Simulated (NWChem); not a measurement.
System: HSeBr; SMILES [SeH]Br

The following NWChem deck was run.

```
start job
memory heap 200 mb stack 900 mb global 1100 mb
geometry units angstroms noautosym nocenter noautoz
  Se     0.033344    -1.152796     0.000000
  H     -1.436607    -1.272538     0.000000
  Br     0.020582     1.173026     0.000000
end
basis spherical
  * library 6-31g*
end
dft
  xc b3lyp
  iterations 150
end
property
  shielding
end
task dft property
```

All runs use the structure optimised with PBE0/def2-SVP.

GIAO values for the isolated, static molecule; σ is the absolute isotropic shielding, δ = σ(reference) − σ with the isolated reference molecule computed at the same levels (1H: tetramethylsilane). Spin-orbit effects, on the heavy nuclei and on their neighbours, are missing.

Atoms are numbered as in the input.

### Question
What results follow from this input? (B3LYP/6-31G* (spherical d), GIAO.) Quantities: σ Se1 (ppm); δ H2 (ppm); σ Br3 (ppm).

### Answer
```json
{
  "σ Se1 (ppm)": "1272.8",
  "δ H2 (ppm)": "4.95",
  "σ Br3 (ppm)": "2574.6"
}
```
